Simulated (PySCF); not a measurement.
Stepwise substitution at one centre (B H-SiH3). Isolated molecules, 0 K electronic values unless said otherwise. Strings in code marks are SMILES.

The numbers are results of PBE-D3(BJ)/def2-TZVP // B3LYP-D3(BJ)/def2-TZVP run with PySCF, not measurements. 

```
species                                              LUMO (eV)  dipole moment (D)
---------------------------------------------------  ---------  -----------------
0 of 3 H replaced by SiH3                                -3.04               0.00
1 of 3 H replaced by SiH3 (`B[SiH3]`)                    -3.49               0.29
2 of 3 H replaced by SiH3 (`[SiH3]B[SiH3]`)                  …               0.33
3 of 3 H replaced by SiH3 (`[SiH3]B([SiH3])[SiH3]`)      -4.06                  …
```

Q: Some entries are withheld; supply them.

A: 
- 2 of 3 H replaced by SiH3 (`[SiH3]B[SiH3]`), LUMO (eV): -3.83
- 3 of 3 H replaced by SiH3 (`[SiH3]B([SiH3])[SiH3]`), dipole moment (D): 0.06
